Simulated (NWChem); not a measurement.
Molecule: MoNHSF₂; SMILES [NH]=[Mo]([F])([F])=[S]

```xyz
6

Mo     0.0000     0.2211    -0.0169
N      0.0008     0.5983    -1.6751
H      0.0038     0.4067    -2.6763
S     -0.0004    -1.8761     0.1441
F      1.5510     0.8960     0.7120
F     -1.5511     0.8971     0.7110
```
Atoms are numbered in this order, from 1.

Results from NWChem. Medium grid unless said otherwise, to which SCAN and Minnesota functionals are sensitive. All runs use the structure optimised with PBE0/def2-SVP. def2 effective core potentials on Mo; no spin-orbit coupling.

Problem. Order these by “dipole (D)”, lowest first: M06-L/def2-SVP; BLYP/def2-SVP; M05-2X/def2-SVP; M06-2X/def2-SVP; M06/def2-SVP.

Solution. BLYP/def2-SVP (1.85), M06-L/def2-SVP (2.00), M06/def2-SVP (2.09), M05-2X/def2-SVP (2.21), M06-2X/def2-SVP (2.28)
